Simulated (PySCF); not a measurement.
Level of theory: PySCF, PBE0, basis Lu def2-SVP with ECP28, O def2-SVP, Br def2-SVP (scalar-relativistic core potentials, no spin–orbit coupling, density fitting). Open shells, if any, are unrestricted.

What shape and geometry does isolated singlet LuOBr take (every ligand bound to Lu)?

Formally Lu is in oxidation state +3, d0. The polar-tensor charge on Lu, 1.61, is far below the formal one. The lowest minimum found is a singlet of Cs symmetry with Lu–Br 2.587 Å, Lu–O 1.777 Å; Br–Lu–O 116.4°. Its harmonic wavenumbers are 115 (a'), 225 (a'), 886 (a') cm⁻¹ and its dipole moment is 7.17 D.

Stability towards spin polarisation was not tested. Only a few start shapes were tried, so a lower isomer may exist.
